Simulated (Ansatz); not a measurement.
System: SeCl2, charge -1, multiplicity 2. 
Coordinates optimised at B3LYP-D3(BJ)/def2-TZVP (Ansatz, a program for electronic structure):
```
Se
Cl 1 2.4470
Cl 1 2.4470 2 163.46
```
Charge -1, spin multiplicity 2.

Parts of the frozen-core correlation energy in def2-SVP (Ansatz, hartree). Frozen orbitals: 24; correlated occupied orbitals by spin: 11 and 10; virtual: 33 and 34. UHF or UKS for open shells. Spin-orbit coupling is left out. Non-relativistic.

| term | value |
|---|---|
| reference (HF) | -3318.31196 |
| MP2 opposite-spin | (withheld) |
| MP2 same-spin | (withheld) |
| CCSD correlation | -0.40408 |
| (T) | (withheld) |
| T1 diagnostic | 0.019 |
| largest doubles amplitude | 0.068 |
| <S^2> of the reference | 0.759 |

Task: Complete the blanks.

Result: 
- MP2 opposite-spin, value: -0.27007
- MP2 same-spin, value: -0.09767
- (T), value: -0.00998
